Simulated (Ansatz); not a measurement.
Stepwise reaction of `[F][InH][F]` with hydrogen sulfide, as a gas-phase model of exchange steps in deposition or etching. ΔE in kJ/mol; ΔG adds harmonic PBE0-D4 terms to CCSD(T)/CBS, at 1 bar.

Computed with Ansatz on PBE0-D4/def2-TZVP structures; ΔE is electronic, products minus reactants. CCSD(T)/CBS adds triple-zeta CCSD(T) − MP2 to the extrapolated MP2 energy (def2 sets, frozen cores). This one scheme is used for every species. DFT in def2-TZVPP. B3LYP here is the variant with VWN-RPA as its local correlation; programs differ in this. Elements past krypton have def2 core potentials. For In outer-core shells are correlated without core-valence functions, which leaves a few kJ/mol of doubt a bond. One conformer a species, not always the lowest.

```tsv
step	reaction	PBE-D4	B3LYP-D4	ωB97M-V	CCSD(T)/CBS	ΔG(500 K)
1	`[F][InH][F]` + H₂S → `[F][InH][SH]` + H–F	-35.1	-30.7	-31.9	-37.6	-29.0
```

Give the row of step 2, `[F][InH][SH]` + H₂S → `[SH][InH][SH]` + H–F. (An estimate is asked.)

Ansatz gave: 
```json
{"step": "2", "reaction": "`[F][InH][SH]` + H₂S → `[SH][InH][SH]` + H–F", "PBE-D4": "-24.0", "B3LYP-D4": "-20.0", "ωB97M-V": "-21.7", "CCSD(T)/CBS": "-28.8", "ΔG(500 K)": "-18.1"}
```

By hand: ΔE of the 2 steps together at CCSD(T)/CBS.

(-37.6) + (-28.8) = -66.4 kJ/mol, or -33.2 kJ/mol a step.

In ΔE each step is higher than the one before. All are downhill at CCSD(T)/CBS. ΔG lies between -29.0 and -18.1 kJ/mol a step. PBE-D4 differs from CCSD(T)/CBS by 2.5 to 4.8 kJ/mol a step. Isolated molecules leave out the surface, adducts and barriers. Largest T1 diagnostic: 0.017.
